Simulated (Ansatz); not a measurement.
Job for Ansatz (a program for electronic structure): U-wB97X-V/def2-TZVPP on CH4Cd (SMILES [CH3][CdH]), a point of a bond scan (R = 2.944 Å). Elements past Kr take the def2 small-core potentials; no spin–orbit coupling.

Ansatz 0.2 input:
```yaml
crystal:
  periodic: [false, false, false]
  atoms:
    - {symbol: Cd, position_ang: [-0.28068773, -0.15103297, -0.04141861]}
    - {symbol: H, position_ang: [-2.85188911, -1.53454974, -0.42082811]}
    - {symbol: C, position_ang: [1.58135131, 0.85089642, 0.23334606]}
    - {symbol: H, position_ang: [2.03123692, 0.55928180, 1.18282066]}
    - {symbol: H, position_ang: [1.43288682, 1.93112443, 0.23532541]}
    - {symbol: H, position_ang: [2.27072534, 0.59541191, -0.57190501]}
basis:
  gaussian:
    orbitals: def2-TZVPP
hamiltonian:
  xc: {name: wB97X-V}
magnetization: {spin_polarized: true, initial_magnetization: 0}
```

It printed:

```
WARN ansatz: RAYON_NUM_THREADS=1 ignored (pool sized by the plan → 1); use --threads N
Functional definition: wB97X-V
integrals: 0.06 GiB planned
803 factors; their error is unknown
integrals: 0.09 GiB planned
183 factors; integrals over basis functions are off by at most 3.8e-5 eV
mean field: 0.77 GiB planned
mean field evaluation 1: about -5660.0952 eV, gradient 2.6e1 eV
mean field evaluation 2: about -5660.8776 eV, gradient 2.4e1 eV
mean field evaluation 4: about -5663.2850 eV, gradient 6.8e-1 eV
mean field evaluation 8: about -5663.3349 eV, gradient 2.7e-1 eV
mean field evaluation 16: about -5663.3351 eV, gradient 3.8e-5 eV
mean field evaluation 32: about -5661.7802 eV, gradient 6.4e0 eV
mean field -5663.40041662 eV, -208.1261265200 hartree, gradient 2.2e-5 eV, S^2 0.369156; 3 other end points of the search recorded, 0 dependent functions left out
reference -5663.40041533 eV, -208.1261264727 hartree; 15, 15 occupied and 128, 128 virtual orbitals, 803 factors
Total energy: -5663.40041533 eV, -208.1261264727 hartree
```

The run converged. Its determinant has ⟨S²⟩ = 0.37, a mixture of spin states.

Cost: about 30 core-seconds (a rough figure).
